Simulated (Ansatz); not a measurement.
Ansatz (a program for electronic structure) input file for Al(OH)3 anion (AlH3O3), SMILES [OH][Al]([OH])[OH] (connectivity only; charge and spin as stated), charge -1, multiplicity 2, CAM-B3LYP/def2-SVPD. Geometry: PBE0-D3(BJ)/def2-SVPD. The spin state was assumed, not searched. The isomer is the one that the SMILES or the coordinates give; other isomers of the formula were not compared. Other conformers were not sampled.

Ansatz 0.2 input:
```yaml
crystal:
  periodic: [false, false, false]
  atoms:
    - {symbol: Al, position_ang: [0.00581554, -0.07233031, 0.34185272]}
    - {symbol: O, position_ang: [-1.61630084, 0.38429667, -0.25078145]}
    - {symbol: H, position_ang: [-2.29846273, -0.26640041, -0.07702405]}
    - {symbol: O, position_ang: [1.03609525, 1.34149991, 0.02573393]}
    - {symbol: H, position_ang: [0.52280707, 2.15003499, -0.04072955]}
    - {symbol: O, position_ang: [0.68526166, -1.56512973, -0.35515757]}
    - {symbol: H, position_ang: [0.85960510, -2.22867540, 0.31530899]}
basis:
  gaussian:
    orbitals: def2-SVPD
hamiltonian:
  xc: {name: CAM-B3LYP}
total_charge: -1
magnetization: {spin_polarized: true, initial_magnetization: 1}
```

Program output:

```
WARN ansatz: RAYON_NUM_THREADS=1 ignored (pool sized by the plan → 1); use --threads N
Functional definition: CAM-B3LYP
integrals: 0.05 GiB planned
985 factors; their error is unknown
integrals: 0.08 GiB planned
405 factors; integrals over basis functions are off by at most 1.8e-5 eV
mean field: 0.71 GiB planned
mean field evaluation 1: about -12778.8344 eV, gradient 3.5e1 eV
mean field evaluation 2: about -12774.0166 eV, gradient 5.2e1 eV
mean field evaluation 4: about -12783.6550 eV, gradient 8.7e-1 eV
mean field evaluation 8: about -12783.6662 eV, gradient 4.1e-2 eV
mean field evaluation 16: about -12783.7104 eV, gradient 4.6e-4 eV
mean field -12783.71038963 eV, -469.7926917089 hartree, gradient 2.1e-5 eV, S^2 0.751411; 0 other end points of the search recorded, 0 dependent functions left out
reference -12783.71051475 eV, -469.7926963069 hartree; 21, 20 occupied and 96, 97 virtual orbitals, 985 factors
Total energy: -12783.71051475 eV, -469.7926963069 hartree
```

The run converged.
